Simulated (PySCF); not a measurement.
Stepwise substitution at one centre (Al NH2-I). Isolated molecules, 0 K electronic values unless said otherwise. Strings in code marks are SMILES.

Method: ωB97X-D3(BJ)/def2-TZVP // B3LYP-D3(BJ)/def2-TZVP (PySCF). Excitations are Tamm–Dancoff values on a coarser integration grid. The basis has no diffuse functions, so Rydberg states are missing or too high.

```
species                                             S1 excitation (TDA) (eV)  HOMO (eV)  S1 oscillator strength
--------------------------------------------------  ------------------------  ---------  ----------------------
0 of 3 NH2 replaced by I (`[NH2][Al]([NH2])[NH2]`)                      6.11      -9.29                   0.005
1 of 3 NH2 replaced by I                                                6.13      -9.76                   0.000
2 of 3 NH2 replaced by I (`[NH2][Al]([I])[I]`)                          5.87      -9.95                   0.048
3 of 3 NH2 replaced by I (`[I][Al]([I])[I]`)                            5.23     -10.00                   0.000
```
